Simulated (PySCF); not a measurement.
## What an electron can do to AlBr

PBE in PySCF with def2-TZVPPD on every atom, for the lowest determinant that a PBE0 search found; no spin–orbit coupling.

```json
{"species": "AlBr", "state (unpaired electrons)": "singlet (closed shell)", "Re (Å)": "2.337", "ωe (cm⁻¹)": "358", "energy of the minimum from the neutral (eV)": "0.00", "De (eV)": "4.69", "dissociates to": "Al + Br"}
{"species": "AlBr⁺", "state (unpaired electrons)": "doublet (σ ↑)", "Re (Å)": "2.202", "ωe (cm⁻¹)": "442", "energy of the minimum from the neutral (eV)": "8.93", "De (eV)": "1.82", "dissociates to": "Al⁺ + Br"}
{"species": "AlBr⁻", "state (unpaired electrons)": "doublet (π ↑)", "Re (Å)": "2.529", "ωe (cm⁻¹)": "242", "energy of the minimum from the neutral (eV)": "-0.28", "De (eV)": "1.46", "dissociates to": "Al + Br⁻"}
```

Question: Work out the lowest energy to break AlBr into atoms, from its vibrational ground state.

Answer: D0 = De − ωe/2 = 4.69 − 0.02 = 4.67 eV (PBE/def2-TZVPPD).

Question: Work out the ionisation energy of the Al atom at this level and the threshold of dissociative ionisation.

Answer: IE(Al) = 8.93 + 1.82 − 4.69 = 6.06 eV, so Al⁺ + Br + e⁻ appears at D0 + IE(Al) = 10.73 eV (PBE/def2-TZVPPD). The measured IE(Al) is 5.986 eV (NIST ASD).

Question: Work out the electron affinity of the Br atom and the threshold of dissociative attachment.

Answer: EA(Br) = 4.69 − 1.46 − (-0.28) = 3.51 eV, so Al + Br⁻ needs D0 − EA(Br) = 1.16 eV (PBE/def2-TZVPPD). The measured EA(Br) is 3.364 eV.

Question: At which energy does ion-pair formation open?

Answer: Al⁺ + Br⁻ lies at D0 + IE(Al) − EA(Br) = 7.22 eV (PBE/def2-TZVPPD).

These are thermodynamic thresholds; the onsets seen under electron impact lie higher where the geometry changes, and cross-sections peak well above them.

For an ion De counts to the pair picked by the measured ionisation energies or electron affinities, which need not be the lowest pair at this level. The highest Kohn–Sham level is positive in this anion. Much of that is self-interaction error, but it also means that the finite basis helps to hold the extra electron. States were picked by a PBE0 search and need not be the measured ground states.
